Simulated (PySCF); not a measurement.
Al(Me)(Cl) (CH3AlCl), SMILES [CH3][Al+][Cl], charge +1.

The structure is a stationary point at B3LYP-D3(BJ)/def2-TZVP. The spin state was assumed, not searched. The isomer is the one that the SMILES or the coordinates give; other isomers of the formula were not compared.

All values below come from PBE/def2-TZVPD run with PySCF.

The molecule is in vacuum.

Computed frontier levels, gap, dipole moment and polarisability:
| Property | Value |
|---|---|
| highest occupied level | -14.02 eV |
| lowest empty level | -8.38 eV |
| orbital gap | 5.64 eV |
| dipole moment about the centre of nuclear charge | 3.75 D |
| mean static polarisability | 46.8 bohr³ (6.94 Å³) |
| polarisability, principal values | 36.8, 36.8, 66.7 bohr³ |
